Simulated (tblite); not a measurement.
AlI$_{3}$ (SMILES [I][Al]([I])[I]), singlet, geometry from GFN2-xTB (such geometries of metal compounds can be far from the true shape); GFN1-xTB with ALPB(water) (tblite 0.6.0).

Here is a job for tblite.
```
$ tblite run mol.xyz --method gfn1 --charge 0 --spin 0 --alpb water --json tblite.json --no-restart

# file mol.xyz
4

Al    -0.00000000    -0.00000000    -0.00000000
I     -2.05711704    -1.44131268    -0.05276184
I      0.00659413     2.22306763    -1.17039456
I      2.05052292    -0.78175495     1.22315640
```

What the program printed (banner, timings and long lists left out):

```
xTB calculator
 | screened Coulomb repulsion
 | Coulomb electrostatics
 |  * isotropic Klopman-Ohno-Mataga-Nishimoto electrostatics
 |  * onsite third-order electrostatics
 | DFT-D3(BJ) dispersion correction
 | Interactions (3)
 | [1] alpb/gbsa reaction field model
 | [2] cds contribution to solvation
 | [3] empirical free energy shift and standard state/solvent correction

halogen bonding energy    0.0000000000000E+00 Eh
repulsion energy          3.2916468494373E-02 Eh
dispersion energy        -2.5425699058577E-03 Eh
interaction energy       -6.6551641679592E-03 Eh
number of electrons       2.4000000000000E+01 e
integral cutoff           4.0000000000000E+01 bohr

------------------------------------------------------------
  cycle        total energy    energy error   density error
------------------------------------------------------------
      1     -13.36564495682  -1.3389364E+01   3.4027303E-01
      2     -13.36670087121  -1.0559144E-03   2.0160014E-01
      3     -13.36669664922   4.2219888E-06   1.1361037E-02
      4     -13.36670368957  -7.0403473E-06   1.0240171E-04
      5     -13.36670369824  -8.6722700E-09   2.2747526E-06
------------------------------------------------------------

electronic energy        -1.3390422432659E+01 Eh
total energy             -1.3366703698238E+01 Eh

Post processing:
 | Mayer-Wiberg bond orders

[Info] JSON dump of results written to 'tblite.json'
```
